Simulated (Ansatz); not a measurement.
Two structures of BSiH₅Cl₂O, singlet, reached by relaxing down either side of one saddle point (PBE0-D4/def2-TZVP). Energies are electronic, without zero-point energy. Computed with Ansatz 0.2.0 (basis: def2-TZVPP and def2-QZVPP); correlated methods freeze the cores. Extrapolation: Hartree–Fock as exp(−7.88 √X), correlation as X^−2.97. First:

```
atom    x (Å)    y (Å)    z (Å)
  B1  -1.1732   0.3181  -0.6450
  H2  -0.5953   1.3732  -0.6822
 Cl3  -1.0554  -0.6200  -2.2085
 Cl4  -2.8405   0.4092   0.0469
 Si5   1.3142   0.0406   0.6309
  O6  -0.2913  -0.5224   0.4021
  H7   1.1922   1.2795   1.4175
  H8   1.9493   0.2440  -0.6844
  H9   1.9606  -1.0514   1.3926
 H10  -0.4606  -1.4709   0.3300
```

Second:

```
10
angstrom
B -1.8290 -0.5657 -0.4012
H 0.5608 1.2639 -0.6339
Cl -1.4563 -1.3695 -1.9225
Cl -2.9036 0.8086 -0.3835
Si 1.6401 0.7766 0.2614
O -1.3026 -0.9883 0.7586
H 1.3339 1.1411 1.6659
H 2.9333 1.3808 -0.1464
H 1.7404 -0.7023 0.1446
H -0.7171 -1.7452 0.6570
```

Question: Which bonds change from the first to the second?

Answer: BHCl₂ ([Cl][BH][Cl]) + SiH₄O ([OH][SiH3]) → BHCl₂O ([OH][B]([Cl])[Cl]) + SiH₄; bonds formed: H2–Si5; dative contacts that become bonds: B1–O6; bonds broken: B1–H2, Si5–O6.

Question: Give the saddle point's structure and its height above each. (To be estimated.)

Answer: By the calculation: 0.897 eV above the first and 1.018 eV above the second (CCSD(T) at an estimated basis limit (MP2 extrapolated from triple and quadruple zeta, plus CCSD(T) − MP2 in triple zeta)).
B1  (-1.061, -0.004, -0.487)
H2  (-0.053, 0.842, -0.682)
Cl3  (-1.082, -1.076, -1.943)
Cl4  (-2.485, 1.053, -0.243)
Si5  (1.113, 0.318, 0.392)
O6  (-0.588, -0.696, 0.723)
H7  (0.933, 1.013, 1.680)
H8  (1.995, 1.193, -0.444)
H9  (1.815, -0.987, 0.384)
H10  (-0.587, -1.655, 0.620)
(Å)

T1 diagnostic: at most 0.012.

Ligand swaps between two centres remove the fluorinated layer in thermal atomic layer etching, and scramble precursors in the gas phase.

Labels in which every atom is bracketed show which atoms are joined, not bond orders.

For scale, one of the runs: CCSD(T)/def2-TZVPP, 258 basis functions, launched by `ansatz run in.yaml --threads 8 --pin off --events-out ev --progress --plain --max-ram 19148MiB`. Hardware: 8 CPU threads of an Intel Xeon 6975P-C, shared host. Wall time 23 s; peak host memory 6.3 GiB.
